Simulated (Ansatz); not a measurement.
Consider the ligand exchange at the Si–C bond: `C[SiH2]C1=C[SiH2]1` + `NB(O)F` → `C[SiH2]OB(N)F` + `C1=C[SiH2]1`.

Isolated molecules relaxed with PBE0-D4/def2-TZVP in Ansatz; ΔE leaves out vibrations. CCSD(T)/CBS adds triple-zeta CCSD(T) − MP2 to the extrapolated MP2 energy (def2 sets, frozen cores). DFT in def2-TZVPP. B3LYP here is the variant with VWN-RPA as its local correlation; programs differ in this. Each species was taken in one conformer, which may not be the lowest.

`C[SiH2]C1=C[SiH2]1`:

```xyz
13

C    -0.721    1.395   -1.631
Si    0.739    0.546   -0.830
C     0.226   -0.508    0.601
C    -0.891   -0.855    1.248
Si    0.541   -1.652    1.991
H    -1.236    2.040   -0.915
H    -1.438    0.661   -2.006
H    -0.398    2.013   -2.472
H     1.718    1.550   -0.330
H     1.442   -0.326   -1.810
H    -1.942   -0.613    1.136
H     0.840   -3.083    1.751
H     1.120   -1.167    3.265
```

`NB(O)F`:

Z-matrix (Å, degrees):
```
N
B 1 1.406
H 1 1.004 2 121.1
H 1 1.003 2 124.7 3 180.0
O 2 1.363 1 125.7 3 -180.0
F 2 1.337 1 118.3 3 0.0
H 5 0.957 2 114.6 1 0.0
```

`C[SiH2]OB(N)F`:

Cartesian coordinates in Å:
```
C 1.394 1.979 -0.019
Si -0.260 1.163 -0.231
O -0.056 -0.454 0.056
B -0.917 -1.506 0.046
N -0.489 -2.807 0.328
F -2.215 -1.299 -0.242
H 2.123 1.570 -0.722
H 1.774 1.832 0.994
H 1.314 3.054 -0.200
H -1.249 1.718 0.731
H -0.772 1.362 -1.613
H -1.113 -3.592 0.324
H 0.466 -3.020 0.549
```

`C1=C[SiH2]1`:

Cartesian coordinates in Å:
```
C 0.765 -0.447 0.458
C 0.644 0.078 -0.758
Si -0.888 0.233 0.189
H 1.550 -0.942 1.016
H 1.288 0.198 -1.620
H -2.055 -0.642 -0.073
H -1.304 1.524 0.788
```

```csv
level,ΔE (kJ/mol),difference from CCSD(T)/CBS
PBE-D4,-69.2,13.2
r2SCAN-D4,-81.7,0.7
PBE0-D4,-74.5,7.9
B3LYP-D4,-83.1,-0.7
ωB97X-V,-85.6,-3.2
ωB97M-V,-85.0,-2.6
B2PLYP,-86.3,-3.9
PBE,-71.8,10.6
r2SCAN,-82.5,-0.1
PBE0,-76.9,5.5
B3LYP,-87.3,-4.9
HF/def2-TZVPP,-103.1,-20.7
MP2/def2-TZVPP,-80.5,1.9
SCS-MP2/def2-TZVPP,-85.5,-3.1
CCSD/def2-TZVPP,-86.3,-3.9
CCSD(T)/def2-TZVPP,-82.6,-0.2
HF/def2-QZVPP,-104.4,-22.0
MP2/def2-QZVPP,-80.8,1.6
SCS-MP2/def2-QZVPP,-85.7,-3.3
HF/CBS(def2),-104.5,-22.1
MP2/CBS(def2),-80.3,2.1
CCSD/CBS(def2),-86.1,-3.7
CCSD(T)/CBS,-82.4,0
```

Largest T1 diagnostic among the species: 0.013.

In def2-TZVPP, CCSD(T) changes the Hartree–Fock value by +20.5 kJ/mol (the triples alone add +3.7 kJ/mol) and MP2 by +22.6 kJ/mol. From PBE to PBE0 (25 % exact exchange), in def2-TZVPP and without D4, ΔE moves by −5.1 kJ/mol.
